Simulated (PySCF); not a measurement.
C₂H₉BFNSi, SMILES CN(C)B(F)[SiH3]. The structure is a stationary point at ωB97X-D3(BJ)/def2-SVP. One conformer was computed; it need not be the lowest.

Question: Give the equilibrium geometry at ωB97X-D3(BJ)/def2-SVP (PySCF confirms it by a frequency run) as bond lengths and angles, and its point group. (Estimate from the structure and the level; the computed values follow.)

Answer: One answer among several that fit: point group Cs.
Atoms: B1 F2 N3 C4 C5 H6 H7 H8 H9 H10 H11 Si12 H13 H14 H15. Bond lengths (Å): B1–F2 1.354, B1–N3 1.402, B1–Si12 2.036, N3–C4 1.449, N3–C5 1.454, C4–H6 1.105, C4–H7 1.105, C4–H8 1.099, C5–H9 1.105, C5–H10 1.105, C5–H11 1.097, Si12–H13 1.498, Si12–H14 1.498, Si12–H15 1.493. Angles (°): F2–B1–N3 117.9, F2–B1–Si12 118.6, N3–B1–Si12 123.5, B1–N3–C4 123.5, B1–N3–C5 122.3, C4–N3–C5 114.2, N3–C4–H6 111.0, N3–C4–H7 111.0, N3–C4–H8 110.9, H6–C4–H7 107.8, H6–C4–H8 107.9, H7–C4–H8 107.9, N3–C5–H9 110.8, N3–C5–H10 110.8, N3–C5–H11 109.9, H9–C5–H10 107.9, H9–C5–H11 108.7, H10–C5–H11 108.7, B1–Si12–H13 111.3, B1–Si12–H14 111.3, B1–Si12–H15 111.4, H13–Si12–H14 106.5, H13–Si12–H15 108.1, H14–Si12–H15 108.1.
